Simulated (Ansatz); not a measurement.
```yaml
crystal:
  periodic: [true, true, true]
  atoms:
    - {symbol: B, position_ang: [0.651984, 1.638909, -0.908039]}
    - {symbol: C, position_ang: [-0.338564, 0.446716, -0.356876]}
    - {symbol: F, position_ang: [-1.123227, -0.081404, -1.294361]}
    - {symbol: O, position_ang: [0.557679, -0.491266, 0.171630]}
    - {symbol: C, position_ang: [-0.017828, -1.367506, 0.961480]}
    - {symbol: H, position_ang: [0.979622, 1.467501, -2.178206]}
    - {symbol: H, position_ang: [1.014244, 2.441783, -0.260131]}
    - {symbol: H, position_ang: [-1.009055, 0.824044, 0.448900]}
    - {symbol: H, position_ang: [-0.552840, -0.951214, 1.790276]}
    - {symbol: H, position_ang: [0.789411, -2.041182, 1.299536]}
    - {symbol: H, position_ang: [-0.754524, -2.018038, 0.438059]}
basis:
  gaussian: {orbitals: def2-SVP}
total_charge: 1
magnetization: {spin_polarized: true, initial_magnetization: 1}
hamiltonian: {xc: {name: wB97}, pseudopotentials: {relativity: scalar}}
output: {forces: true}
```

```sh
$ ansatz run in.yaml --threads 4 --pin off --events-out ev --progress --plain --max-ram 10444MiB
```

Shortened log:

```
Error: YAML parse error: error: line 2 column 3: crystal: missing field `lattice` (a structure is typed as `lattice` and `atoms`, a molecule's as `atoms` in Å alone, or read from a run's directory, `checkpoint`)
 --> <input>:2:3
1 | crystal:
2 |   periodic: [true, true, true]
3 |   atoms:
4 |     - {symbol: B, position_ang: [0.651984, 1.638909, -0.908039]}
```

In this input the molecule is marked periodic without a cell. The input was rejected before any iteration.
